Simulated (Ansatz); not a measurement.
Start from `C[N](C)[AlH][OH]` and change one atom or group to get `C[N](C)[Zn][NH2]`.

Ansatz, PBE0-D4/def2-TZVP geometries, multiplicity 1. Each molecule was computed in one conformer, which needn't be the lowest.

Scalar relativity is left out up to krypton.

```csv
property,`C[N](C)[AlH][OH]`
size of the dipole moment (PBE/def2-TZVPP) / D,2.01
HOMO energy (ωB97M-V/def2-TZVPP) / eV,-8.69
LUMO energy (ωB97M-V/def2-TZVPP) / eV,1.59
size of the dipole moment (B3LYP/def2-TZVPP) / D,2.02
HOMO–LUMO gap (B3LYP/def2-TZVPP) / eV,6.04
zero-point energy (PBE0-D4/def2-TZVP) / kJ/mol,269.7
```

(1) What does the change do to each property? (Estimate.)

Answers

(1) Ansatz gave: 
```tsv
property	`C[N](C)[Zn][NH2]`	shift
size of the dipole moment (PBE/def2-TZVPP) / D	0.81	-1.20
HOMO energy (ωB97M-V/def2-TZVPP) / eV	-7.96	0.73
LUMO energy (ωB97M-V/def2-TZVPP) / eV	1.16	-0.43
size of the dipole moment (B3LYP/def2-TZVPP) / D	0.86	-1.16
HOMO–LUMO gap (B3LYP/def2-TZVPP) / eV	4.92	-1.12
zero-point energy (PBE0-D4/def2-TZVP) / kJ/mol	278.6	8.9
```

With PBE0 the HOMO rises by 0.73 eV and the LUMO falls by 0.33 eV, so the gap narrows by about 1.06 eV. PBE moves the HOMO by 0.68 eV and ωB97M-V by 0.73 eV. Dipoles are sizes alone; their direction can turn.

Positive LUMOs are unbound, so they and the gaps depend on the basis.

B3LYP here is the variant with VWN-RPA as its local correlation; programs differ in this.
